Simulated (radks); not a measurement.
Task: Sm31+, configuration [Ar] 3d10 4s2 4p1. All-electron calculation, scalar-relativistic Kohn-Sham, PBEsol, spin-polarised, spherical densities, finite nucleus; open shells are filled with parallel spins first (spin-orbit coupling, left out, can overturn this in heavy ions); Fermi nuclear charge, rms radius 5.0819 fm. Program: a radial shooting solver on a logarithmic mesh with Libxc functionals. Some entries of the table are withheld. Estimate them.

| orbital | occ. | eigenvalue (Ry) | <1/r> (bohr^-1) | r(max) (bohr) |
|---|---|---|---|---|
| 1s up | 1 | -3514.924 | 68.79 | 0.01450 |
| 1s down | 1 | -3514.869 | 68.79 | 0.01450 |
| 2s up | 1 | -644.7610 | 15.95 | 0.08211 |
| 2s down | 1 | -644.7294 | 15.95 | 0.08211 |
| 2p up | 3 | -584.6803 | 14.97 | 0.06628 |
| 2p down | 3 | -584.6325 | 14.97 | 0.06629 |
| 3s up | 1 | -202.7515 | 5.922 | 0.2319 |
| 3s down | 1 | -202.6944 | 5.923 | 0.2319 |
| 3p up | 3 | -183.9187 | (1) | 0.2268 |
| 3p down | 3 | -183.8544 | (2) | 0.2268 |
| 3d up | 5 | -158.9825 | (3) | 0.1848 |
| 3d down | 5 | -158.9227 | (4) | 0.1848 |
| 4s up | 1 | -93.98916 | 2.831 | 0.5030 |
| 4s down | 1 | -93.62441 | 2.833 | 0.5025 |
| 4p up | 1 | -86.93812 | (5) | 0.5143 |
| 4p down | 0 | -86.57495 | (6) | 0.5138 |

Result: 
(1) 3p up <1/r> (bohr^-1): 5.596
(2) 3p down <1/r> (bohr^-1): 5.597
(3) 3d up <1/r> (bohr^-1): 5.322
(4) 3d down <1/r> (bohr^-1): 5.323
(5) 4p up <1/r> (bohr^-1): 2.689
(6) 4p down <1/r> (bohr^-1): 2.690
